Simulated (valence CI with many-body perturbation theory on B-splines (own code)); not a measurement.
E1 transitions of Ta2+

Level of theory: configuration interaction combined with many-body perturbation theory (CI+MBPT): three valence electrons over a frozen Dirac-Fock core [Xe] 4f14, radial functions for each j: 7 s, 7 p, 8 d, 6 f, 4 g, 1 h, with the one-electron correlation potential Σ1, the two-electron term Σ2, the three-electron term Σ3, Breit, model QED; selected CI, second order for the rest, scaled by the run's own slope (own B-spline code, finite nucleus).

No measured spectrum was set against this ion. As an estimate, terms of the open shell hold to 2 to 4 % of their energy, and close levels can change places; different configurations can be misplaced against each other by 1,000 to 8,000 cm⁻¹.

Lines 251 to 300 of 567 in falling wavelength, among levels below 134935 cm⁻¹, chosen from the strongest by gf and those to the six lowest levels. Wavelengths and rates use the calculated energies, so an error of 2000 cm⁻¹ moves a line at 1899 Å by 3.8 % and its rate by three times that or more. Electric multipoles are in the length gauge, E1 and E2 with the static RPA response of the core. Weak lines are less certain than strong ones. Lines between different terms over intervals too small for the method are left out, as are lines whose strength nearly cancels. Where a level lies close to another of its J and parity, the split of strength between their lines is uncertain. The highest levels of a list are the least certain.

Names give the largest LS component (configuration and term), which can be under half, so a name can repeat, a term be missing and a line seem to break the LS rules; names also repeat where a configuration has a term twice. Letters in brackets count levels of one name in rising energy.

| λ vac (Å) | Upper | Lower | A (s⁻¹) | log gf | Branch % |
| --- | --- | --- | --- | --- | --- |
| 1899 | 5d2 6d 2P_1/2 [a] | 5d2 6p 4D°_3/2 [a] | 4.68e+08 | -0.30 | 45.6 |
| 1899 | 5d2 6p 2F°_5/2 [c] | 5d2 6s 2G_7/2 | 1.29e+08 | -0.38 | 14.8 |
| 1898 | 5d2 6d 4D_7/2 [a] | 5d2 6p 2G°_7/2 [a] | 9.43e+07 | -0.39 | 8.5 |
| 1897 | 5d2 6d 2F_7/2 [a] | 5d2 6p 2F°_7/2 [a] | 1.84e+08 | -0.10 | 14.6 |
| 1896 | 5d2 6d 2H_11/2 [b] | 5d2 6p 2H°_11/2 | 4.24e+08 | 0.44 | 36.3 |
| 1895 | 5d2 6d 4D_5/2 | 5d2 6p 4D°_5/2 [a] | 2.85e+08 | -0.04 | 26.6 |
| 1893 | 5d2 6p 4D°_1/2 [a] | 5d2 6s 4F_3/2 [b] | 1.12e+08 | -0.92 | 9.1 |
| 1892 | 5d2 6p 2D°_3/2 [a] | 5d2 6s 4F_3/2 [a] | 2.12e+08 | -0.34 | 41.8 |
| 1891 | 5d2 6d 4D_7/2 [a] | 5d2 6p 2F°_5/2 [a] | 1.46e+08 | -0.20 | 13.2 |
| 1890 | 5d2 6p 4F°_9/2 [a] | 5d3 2G_7/2 | 1.10e+08 | -0.23 | 12.7 |
| 1890 | 5d2 6p 2F°_5/2 [b] | 5d2 6s 2F_5/2 | 1.23e+08 | -0.41 | 12.3 |
| 1889 | 5d2 6d 4G_11/2 | 5d2 6p 4G°_11/2 | 4.64e+08 | 0.47 | 36.8 |
| 1883 | 5d2 6d 2F_5/2 [a] | 5d2 6p 2D°_3/2 [a] | 3.17e+08 | 0.00 | 29.2 |
| 1882 | 5d2 6d 2G_9/2 [c] | 5d2 6p 2F°_7/2 [c] | 1.93e+08 | 0.01 | 18.4 |
| 1880 | 5d2 6p 4G°_9/2 | 5d3 4F_9/2 | 6.64e+07 | -0.45 | 12.3 |
| 1880 | 5d2 6d 4P_3/2 [a] | 5d2 6p 4D°_5/2 [a] | 2.18e+08 | -0.34 | 20.9 |
| 1880 | 5d2 6d 2P_3/2 [a] | 5d2 6p 2D°_5/2 [b] | 3.84e+08 | -0.09 | 36.1 |
| 1879 | 5d2 6p 4F°_3/2 | 5d3 4F_3/2 | 2.94e+08 | -0.21 | 46.4 |
| 1879 | 5d2 6d 2F_7/2 [b] | 5d2 6p 2F°_7/2 [b] | 1.88e+08 | -0.10 | 17.3 |
| 1878 | 5d2 6d 4D_3/2 | 5d2 6p 2D°_3/2 [a] | 2.66e+08 | -0.25 | 24.9 |
| 1877 | 5d2 6d 2G_9/2 [b] | 5d2 6p 2G°_7/2 [b] | 1.21e+08 | -0.19 | 11.0 |
| 1876 | 5d2 6d 4F_9/2 [b] | 5d2 6p 4D°_7/2 [b] | 5.62e+08 | 0.47 | 49.5 |
| 1875 | 5d2 6d 4D_7/2 [b] | 5d2 6p 4D°_7/2 [b] | 1.77e+08 | -0.13 | 17.0 |
| 1873 | 5d2 6p 2G°_7/2 [a] | 5d2 6s 4F_7/2 | 1.80e+08 | -0.12 | 20.4 |
| 1873 | 5d 6s 6p 4P°_5/2 | 5d2 6s 2D_5/2 | 1.40e+08 | -0.35 | 14.7 |
| 1872 | 5d2 6d 2H_11/2 [a] | 5d2 6p 4F°_9/2 [b] | 4.89e+08 | 0.49 | 45.5 |
| 1868 | 5d2 6d 4F_9/2 [a] | 5d2 6p 4F°_9/2 [b] | 7.72e+07 | -0.39 | 8.4 |
| 1866 | 5d2 6d 2G_7/2 [a] | 5d2 6p 2F°_5/2 [b] | 2.83e+08 | 0.07 | 24.2 |
| 1864 | 5d2 6d 4G_9/2 | 5d2 6p 2F°_7/2 [a] | 1.46e+08 | -0.12 | 11.8 |
| 1859 | 5d2 6d 2G_9/2 [a] | 5d2 6p 2F°_7/2 [b] | 2.37e+08 | 0.09 | 20.0 |
| 1858 | 5d 6p2 4P_5/2 | 5d 6s 6p 4P°_5/2 | 1.26e+08 | -0.41 | 4.9 |
| 1857 | 5d2 6d 2F_7/2 [e] | 5d2 6p 2F°_7/2 [c] | 1.60e+08 | -0.18 | 18.0 |
| 1854 | 5d2 6d 4H_13/2 | 5d2 6p 4G°_11/2 | 1.18e+09 | 0.93 | 100.0 |
| 1854 | 5d2 6p 4F°_5/2 | 5d3 4F_7/2 | 1.73e+07 | -1.27 | 2.6 |
| 1853 | 5d2 6d 2F_5/2 [a] | 5d2 6p 4F°_5/2 | 1.64e+08 | -0.30 | 15.1 |
| 1852 | 5d2 6p 2F°_7/2 [a] | 5d2 6s 4F_5/2 | 1.66e+08 | -0.16 | 20.3 |
| 1851 | 5d2 6p 2D°_5/2 [a] | 5d3 4F_5/2 | 1.08e+08 | -0.48 | 20.3 |
| 1851 | 5d2 6d 2P_1/2 [b] | 5d2 6p 2P°_1/2 [a] | 4.06e+08 | -0.38 | 43.6 |
| 1848 | 5d 6p2 4P_5/2 | 5d 6s 6p 4D°_7/2 | 1.93e+08 | -0.23 | 7.5 |
| 1848 | 5d2 6d 4P_5/2 [b] | 5d2 6p 2P°_3/2 [b] | 2.36e+08 | -0.14 | 23.4 |
| 1847 | 5d2 6d 2I_11/2 | 5d2 6p 2G°_9/2 [b] | 8.11e+08 | 0.70 | 68.8 |
| 1847 | 5d2 6p 4D°_1/2 [a] | 5d2 6s 4F_3/2 [a] | 1.95e+08 | -0.70 | 15.8 |
| 1845 | 5d2 6d 4G_7/2 | 5d2 6p 4F°_5/2 | 5.60e+08 | 0.36 | 49.3 |
| 1844 | 5d2 6p 4F°_9/2 [b] | 5d2 6s 4F_9/2 | 2.30e+08 | 0.07 | 28.2 |
| 1843 | 5d2 6p 4D°_7/2 [a] | 5d2 6s 2F_7/2 [a] | 1.60e+08 | -0.18 | 18.6 |
| 1842 | 5d2 6d 2F_7/2 [c] | 5d2 6p 2F°_5/2 [b] | 3.35e+08 | 0.13 | 34.5 |
| 1840 | 5d2 6p 2S°_1/2 | 5d2 6s 4F_3/2 [b] | 3.22e+08 | -0.49 | 59.1 |
| 1838 | 5d2 6p 2G°_9/2 [a] | 5d2 6s 2F_7/2 [a] | 9.33e+07 | -0.33 | 8.4 |
| 1837 | 5d 6p2 2G_7/2 | 5d2 6p 4D°_7/2 [b] | 1.00e+08 | -0.39 | 5.7 |
| 1834 | 5d 6p2 4F_3/2 | 5d 6s 6p 4D°_1/2 | 2.10e+08 | -0.37 | 9.1 |
